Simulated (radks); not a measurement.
Results of a calculation; reference values are marked as such.
Problem. The mean radii <r> (bohr) of the occupied orbitals of an atom or ion are listed with their occupations. Level of theory: scalar-relativistic Kohn-Sham, PBEsol, spin-unpolarised, spherical densities, point nucleus (a radial shooting solver on a logarithmic mesh with Libxc functionals).

| orbital | occ. | <r> |
|---|---|---|
| 1s | 2 | 0.01804 |
| 2s | 2 | 0.07622 |
| 2p | 6 | 0.06835 |
| 3s | 2 | 0.1975 |
| 3p | 6 | 0.1979 |
| 3d | 10 | 0.1793 |
| 4s | 2 | 0.4406 |
| 4p | 6 | 0.4687 |
| 4d | 10 | 0.5001 |
| 5s | 2 | 1.033 |
| 5p | 6 | 1.198 |
| 4f | 14 | 0.5798 |
| 5d | 4 | 1.714 |
| 6p | 1 | 3.263 |

Name the element and its charge.

Solution. Z = 75, rhenium, charge +2: Re2+ in [Xe] 4f14 5d4 6p1. The 1s radius gives Z: for a bare nucleus <r> = (2 gamma + 1)/(2Z) with gamma = sqrt(1 - (Z/c)^2), 0.01783 bohr for Z = 75, and screening makes it slightly larger (0.01804 here). The occupations add up to 73, and the charge is Z minus that.
